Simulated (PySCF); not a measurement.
Cu(H) cation (CuH), SMILES [CuH] (connectivity only; charge and spin as stated), charge +1, multiplicity 2. The structure is a stationary point at PBE0-D3(BJ)/def2-TZVPD. The multiplicity is an assumed one; other spin states were not compared.

Method: PySCF 2.14.0 with PBE0-D3(BJ)/def2-TZVPD.

Harmonic wavenumbers (cm⁻¹): 1643. Rotational constants (GHz): 225.3 (linear); symmetry number 1.

Task: Work out the zero-point energy and the ideal-gas rigid-rotor harmonic-oscillator thermochemistry at 298.15 K and 1 atm.

Result: ZPE = ½ Σ hcν = ½ × 1643 cm⁻¹ = 2.35 kcal/mol. H − E(el) = 4.42 kcal/mol. Entropy in cal/(mol K): translation 38.41, rotation 8.58, vibration 0.01, spin 1.38, total 48.38. G − E(el) = -10.00 kcal/mol. Cp = 7.00 cal/(mol K).
